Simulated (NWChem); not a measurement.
Species: CH₂N cation; SMILES C#[NH+]

Results from NWChem. Pople sets run with spherical d functions. Structure relaxed at the PBE0-D3(BJ)/def2-TZVP level. Level: B3LYP/6-31G* with SMD (1 M gas to 1 M solution), gas-phase geometry. Reactions with the solvent are ignored.

Question: Predict the results for solvent 1-octanol. Quantities: solvation free energy (kcal/mol); cavity-dispersion-structure term (kcal/mol).

Answer: 
- solvation free energy (kcal/mol): -68.0
- cavity-dispersion-structure term (kcal/mol): 3.3
